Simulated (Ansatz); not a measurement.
Ansatz (a program for electronic structure) input (CCSD(T)/def2-SVPD):

Ansatz 0.2 input:
```yaml
crystal:
  periodic: [false, false, false]
  atoms:
    - {symbol: Sn, position_ang: [0.00062971, 0.00084951, 0.36831415]}
    - {symbol: F, position_ang: [1.47719731, -0.88396890, -0.68255558]}
    - {symbol: F, position_ang: [0.02382513, 1.71992043, -0.68607658]}
    - {symbol: F, position_ang: [-1.50452083, -0.84067105, -0.67755757]}
basis:
  gaussian:
    orbitals: def2-SVPD
total_charge: -1
magnetization: {spin_polarized: false}
correlation: {method: ccsd_t, electrons: outside_noble_gas}
output: {forces: true}
```

End of the output:

```
cycle   5  -19.04323366 eV  change    7.2e-3 eV  update   2.2e-3
cycle   6  -19.04396288 eV  change   -7.3e-4 eV  update   7.2e-4
cycle   7  -19.04435562 eV  change   -3.9e-4 eV  update   3.0e-4
cycle   8  -19.04419419 eV  change    1.6e-4 eV  update   1.0e-4
cycle   9  -19.04414643 eV  change    4.8e-5 eV  update   3.1e-5
cycle  10  -19.04418188 eV  change   -3.5e-5 eV  update   1.3e-5
cycle  11  -19.04417104 eV  change    1.1e-5 eV  update   4.6e-6
perturbative correction -0.47695016 eV, -0.0175275952 hartree
the calculation of the forces begins
Total energy: -13941.55845076 eV, -512.3428231379 hartree
Atom 0 at     0.000630     0.000850     0.368314 Å, force     0.001309     0.001766     0.765641 eV/Å
Atom 1 at     1.477197    -0.883969    -0.682556 Å, force     0.271538    -0.162923    -0.255304 eV/Å
Atom 2 at     0.023825     1.719920    -0.686077 Å, force     0.004161     0.316115    -0.255952 eV/Å
Atom 3 at    -1.504521    -0.840671    -0.677558 Å, force    -0.277008    -0.154958    -0.254385 eV/Å
Dipole moment:     0.001259     0.001699     0.736515 e Å
```
